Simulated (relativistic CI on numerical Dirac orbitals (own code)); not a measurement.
# Line list: Forbidden lines, Sc⁴⁺

These numbers are calculated, not measured: Dirac-Coulomb-Breit CI, separate exchange-only KLI orbitals for each configuration, a model potential for QED, valence Slater integrals scaled by 0.85, P86 correlation energy added to each configuration (own radial code, finite nucleus).

CI space (outside the closed core [Ne]): 3s2.3p5, 3s.3p6, 3s2.3p4.3d, 3s.3p5.3d, 3s2.3p4.4s, 3s2.3p4.4p, 3s2.3p4.4d, 3p6.3d, 3s2.3p4.5s, 3s2.3p4.4f, 3s.3p4.3d2, 3s2.3p4.5p, 3s2.3p4.5d, 3s.3p5.4s, 3s2.3p4.6s, 3s2.3p4.5f, 3s2.3p4.5g, 3s2.3p4.6p, 3s2.3p4.6d, 3s.3p5.4p, 3s.3p5.4d, 3s.3p5.5s, 3s2.3p3.3d.4p, 3s.3p5.4f, 3s.3p5.5p, 3s.3p5.5d, 3s.3p5.6s, 3s.3p5.5f, 3s.3p5.5g, 3s.3p5.6p, 3s.3p5.6d, 3s2.3p3.3d2, 3s2.3p2.3d3, 3s.3p3.3d3, 3s2.3p2.3d2.4s, 3s2.3p2.3d2.4p, 3s2.3p2.3d2.4d, 3p5.3d2, 3p4.3d3, 3p4.3d2.4s, 3p4.3d2.4p, 3p4.3d2.4d, 3s2.3p3.3d.4s, 3s.3p3.3d2.4s, 3s2.3p2.3d.4s2, 3s2.3p2.3d.4s.4p, 3s2.3p2.3d.4s.4d, 3s2.3p3.4s2, 3s.3p3.3d.4s2, 3s2.3p2.4s2.4p, 3s2.3p2.4s2.4d. Double excitations out of closed p, d and f shells are left out; levels of such configurations are missing from the list, as are those of other unlisted configurations, and high levels can miss mixing partners. These lack a partner that the ground configuration has and come out too high: 3s2.3p4.5s, 3s2.3p4.4f, 3s2.3p4.5p, 3s2.3p4.5d, 3s2.3p4.6s.

```tsv
λ vac (Å)	Lower	Upper	Type	A (s⁻¹)	gf	Branching (%)
1760.1	3s2.3p4.3d 4D_7/2 [4]	3s2.3p4.3d 2F_7/2 [24]	M1	3.10e+00	1.15e-08	32.2
1768.9	3s2.3p4.3d 4D_5/2 [5]	3s2.3p4.3d 2F_7/2 [24]	M1	8.89e-01	3.34e-09	9.2
2627.9	3s2.3p4.3d 4F_9/2 [8]	3s2.3p4.3d 2F_7/2 [24]	M1	2.59e+00	2.15e-08	27.0
2702.5	3s2.3p4.3d 4D_7/2 [4]	3s2.3p4.3d 2G_7/2 [21]	M1	5.43e-01	4.75e-09	24.1
2723.4	3s2.3p4.3d 4D_5/2 [5]	3s2.3p4.3d 2G_7/2 [21]	M1	2.32e-01	2.06e-09	10.3
2817.2	3s2.3p4.3d 4F_5/2 [11]	3s2.3p4.3d 2F_7/2 [24]	M1	6.11e-01	5.82e-09	6.4
2995.0	3s2.3p4.3d 4D_7/2 [4]	3s2.3p4.3d 2F_7/2 [19]	M1	1.42e+00	1.53e-08	56.2
3020.7	3s2.3p4.3d 4D_5/2 [5]	3s2.3p4.3d 2F_7/2 [19]	M1	3.73e-01	4.08e-09	14.8
3920.3	3s2.3p4.3d 2D_5/2 [18]	3s2.3p4.3d 2F_7/2 [24]	E2	3.28e-01	6.05e-09	3.4
3920.3	3s2.3p4.3d 2D_5/2 [18]	3s2.3p4.3d 2F_7/2 [24]	M1	4.82e-01	8.88e-09	5.0
4935.4	3s2.3p4.3d 4D_7/2 [4]	3s2.3p4.3d 4F_7/2 [9]	M1	4.56e-01	1.33e-08	74.4
4954.1	3s2.3p4.3d 2G_9/2 [20]	3s2.3p4.3d 2F_7/2 [24]	E2	4.80e-01	1.41e-08	5.0
5329.9	3s2.3p4.3d 4D_7/2 [4]	3s2.3p4.3d 4F_9/2 [8]	M1	6.53e-01	2.78e-08	99.9
5596.5	3s2.3p4.3d 4F_9/2 [8]	3s2.3p4.3d 2G_9/2 [20]	M1	2.45e+00	1.15e-07	77.4
5973.5	3s2.3p4.3d 4F_7/2 [9]	3s2.3p4.3d 2G_7/2 [21]	M1	7.40e-01	3.17e-08	32.8
6109.4	3s2.3p4.3d 4F_7/2 [9]	3s2.3p4.3d 2G_9/2 [20]	M1	5.39e-01	3.02e-08	17.0
6376.0	3s2.3p4.3d 4F_5/2 [11]	3s2.3p4.3d 2G_7/2 [21]	M1	3.47e-01	1.69e-08	15.4
7617.8	3s2.3p4.3d 4F_7/2 [9]	3s2.3p4.3d 2F_7/2 [19]	M1	2.55e-01	1.78e-08	10.1
8284.7	3s2.3p4.3d 4F_5/2 [11]	3s2.3p4.3d 2F_7/2 [19]	M1	3.23e-01	2.66e-08	12.8
23258.6	3s2.3p5 2P°_3/2 [1]	3s2.3p5 2P°_1/2 [2]	M1	1.43e+00	2.32e-07	100.0
```

Terms are leading LS components. Brackets give the number of a level in order of energy, since labels repeat. The list gives strong lines, with weight on those to low levels, among the lowest 400 of 7331 levels, so that lines to higher ones, which can be the strongest, are missing. Levels whose partners in the same complex of configurations lie outside the list can be far off, and so can their lines. Rates are taken at the computed energies, electric ones in the length gauge.

At this charge configurations can still be misplaced by up to about 7 % of their energy. 13 of the 13 excited levels that our extract of the measured tables holds in this range could be paired (the sources list more); they are missed by 8956 cm⁻¹ on average and 28716 at most, and levels without a partner can miss by more.
